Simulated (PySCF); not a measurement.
In(Me)2 (C2H6In), SMILES [CH3][In][CH3], multiplicity 2.

Geometry optimised at PBE0-D3(BJ)/def2-SVP. The spin state was assumed, not searched. The isomer is the one that the SMILES or the coordinates give; other isomers of the formula were not compared. The def2 effective core potentials stand for the cores of In; spin–orbit coupling is left out.

Method: IEF-PCM-B3LYP/def2-SVP run with PySCF.

The values are the electrostatic part of the solvation free energy, E(continuum) − E(gas) at the gas-phase geometry, in a cavity of scaled van der Waals radii (PySCF's table); cavitation and dispersion terms are not included. A continuum can't describe solvent molecules that bind to the metal. The dipole moment in vacuum is 0.30 D.

| solvent | ε | ΔG(elec) (kcal/mol) | dipole (D) |
|---|---|---|---|
| water | 78.36 | -1.7 | 0.32 |
| acetone | 20.49 | -1.6 | 0.32 |
| chloroform | 4.71 | -1.2 | 0.30 |
